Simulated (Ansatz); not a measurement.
CH$_{4}$BFOS, SMILES `OCB(F)S`. Charge 0, multiplicity 1. The geometry is a stationary point of PBE0-D4/def2-TZVP. It is one conformer, not always the lowest.

```xyz
9

O     1.405    0.380    1.217
C     0.690    0.291    0.001
B    -0.747   -0.329    0.126
F    -1.236   -0.549    1.346
S    -1.825   -0.739   -1.257
H     0.780    0.337    1.945
H     1.287   -0.302   -0.702
H     0.596    1.286   -0.467
H    -0.950   -0.375   -2.209
```

**Question.** What is the dipole moment at PBE/def2-TZVPP? (Estimate.)

**Answer.** Computed: 1.32 D, with components (-0.35, 0.33, -1.23) D in this frame, pointing from negative to positive charge.

**Question.** And with r2SCAN, B3LYP, ωB97M-V? (Best estimate.)

**Answer.** Computed: r2SCAN 1.35 D, B3LYP 1.44 D, ωB97M-V 1.41 D.

**Question.** Give the Mulliken charges with PBE, r2SCAN, B3LYP in def2-TZVPP. (Best estimate.)

**Answer.** The calculation gave: 
```csv
atom,PBE,r2SCAN,B3LYP
O1,-0.31,-0.37,-0.35
C2,-0.04,0.06,0.00
B3,0.25,0.31,0.29
F4,-0.21,-0.27,-0.25
S5,-0.17,-0.14,-0.16
H6,0.19,0.21,0.19
H7,0.08,0.05,0.08
H8,0.09,0.05,0.08
H9,0.11,0.10,0.11
```

B3LYP here is the variant with VWN-RPA as its local correlation; programs differ in this.
